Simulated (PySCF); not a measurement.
HfCl₃, SMILES [Cl][Hf]([Cl])[Cl] (connectivity only; charge and spin as stated), neutral, multiplicity 2. Atoms are numbered in the order given.

```xyz
4

Hf     0.0000     0.0000     0.0000
Cl     2.3346     0.0000     0.0000
Cl    -1.1673    -2.0218     0.0000
Cl    -1.1673     2.0218     0.0000
```
Charge 0, spin multiplicity 2.

Geometry optimised at PBE0-D3(BJ)/def2-SVP. The spin state was assumed, not searched. The isomer is the one that the SMILES or the coordinates give; other isomers of the formula were not compared. The def2 effective core potentials stand for the cores of Hf; spin–orbit coupling is left out.

All values below come from PySCF with PBE/def2-TZVPD.

Isolated molecule, no solvent.

total energy: -1428.33042 hartree
point group: D3h
α spin, highest occupied and lowest empty level: -5.07 and -3.26 eV
β spin, highest occupied and lowest empty level: -8.31 and -3.40 eV
dipole moment: 0.00 D
quadrupole, principal values (traceless, Buckingham form, about the centre of nuclear charge): -2.23, -2.23, 4.46 D·Å
mean static polarisability: 92.2 bohr³ (13.66 Å³)
polarisability, principal values: 82.9, 96.8, 96.8 bohr³
⟨S²⟩: 0.753 (pure state 0.75)
